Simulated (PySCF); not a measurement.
Calculation: PBE-D3(BJ)/def2-TZVP // PBE0-D3(BJ)/def2-TZVP in PySCF. Gas-phase values, no solvent. One relaxed conformer stands for a flexible species; it need not be the lowest. Excitations are Tamm–Dancoff values on a coarser integration grid. The basis has no diffuse functions, so Rydberg states are missing or too high.

Reference species (SMILES): `C=C(S)SS` (neutral, multiplicity 1).

The T1 excitation (TDA) comes out as 3.59 eV. The HOMO is -5.66 eV.

Changed species: `SCC(S)=S`.

Problem. Give the shifts of the T1 excitation (TDA) and HOMO.

Solution. the T1 excitation (TDA) drops by 1.47 eV, to 2.12 eV; the HOMO rises by 0.16 eV, to -5.50 eV.
